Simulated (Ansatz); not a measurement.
Basis sets compared for PbCl₂⁺ (the lowest doublet isomer of a short search). Charge 1, multiplicity 2. Geometry PBE0-D4/def2-TZVP. Ansatz on 4 threads of Arm Neoverse V2 on a shared host; times are rough, and most runs start from earlier orbitals.

```xyz
3

Pb    0.2337    1.3706   -0.3767
Cl   -0.9822   -0.2843    1.1105
Cl    0.7485   -1.0863   -0.7339
```

In the def2 sets Pb takes a core potential; there is no spin–orbit coupling. In the doublet, Cl2 and Cl3 lie 2.65 Å apart (atoms count from 1), so these atoms are partly bonded to each other. The structure comes from a short search, and lower isomers may exist.

| level | functions | energy (Eh) | HOMO (eV) | LUMO (eV) | wall time |
| --- | --- | --- | --- | --- | --- |
| PBE-D4/def2-SVP | 62 | -1112.4046 | -12.48 | -11.40 | 0.6 s |
| PBE0-D4/def2-SVP | 62 | -1112.4382 | -13.95 | -10.45 | 0.95 s |

**Question.** Estimate the rows for PBE-D4/def2-TZVP, PBE0-D4/def2-TZVP.

**Answer.** 
```json
{"level": "PBE-D4/def2-TZVP", "functions": "124", "energy (Eh)": "-1112.7310", "HOMO (eV)": "-12.51", "LUMO (eV)": "-11.40", "wall time": "1.4 s"}
{"level": "PBE0-D4/def2-TZVP", "functions": "124", "energy (Eh)": "-1112.7605", "HOMO (eV)": "-13.95", "LUMO (eV)": "-10.42", "wall time": "6 s"}
```
